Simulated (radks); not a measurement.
Charge is removed step by step from the 1s down level of He, starting from 1s(up 1, down 1). All-electron calculation, scalar-relativistic Kohn-Sham, PBE, spin-polarised, spherical densities, finite nucleus; Gaussian nuclear charge, rms radius 1.6755 fm. Program: a radial shooting solver on a logarithmic mesh with Libxc functionals.

removed (e) = 0: E - E(0) (eV) 0.000; eigenvalue (eV) -15.764
removed (e) = 0.1: E - E(0) (eV) 1.666; eigenvalue (eV) -17.567
removed (e) = 0.2: E - E(0) (eV) 3.514; eigenvalue (eV) -19.399
removed (e) = 0.3: E - E(0) (eV) 5.547; eigenvalue (eV) -21.247
removed (e) = 0.4: E - E(0) (eV) 7.764; eigenvalue (eV) -23.097
removed (e) = 0.5: E - E(0) (eV) 10.165; eigenvalue (eV) -24.925
removed (e) = 0.6: E - E(0) (eV) 12.747; eigenvalue (eV) -26.700
removed (e) = 0.7: E - E(0) (eV) 15.502; eigenvalue (eV) -28.372

The mean slope of the eigenvalue, de/dn, is 18.0 eV per electron.
